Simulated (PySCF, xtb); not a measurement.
In(Me)(NH2)2 (CH7InN2), SMILES [CH3][In]([NH2])[NH2].

GFN2-xTB run with xtb at its own geometry gives an orbital gap of 3.04 eV and a dipole moment of 2.76 D.

Geometry optimised at PBE-D3(BJ)/def2-SVP. The def2 effective core potentials stand for the cores of In; spin–orbit coupling is left out. One conformer was computed; it need not be the lowest.

What does PySCF with ωB97X/def2-TZVP give? (Estimate from the structure and the level; the computed values follow.)

gap 9.99 eV (levels -8.97 and 1.02 eV), dipole 2.37 D.
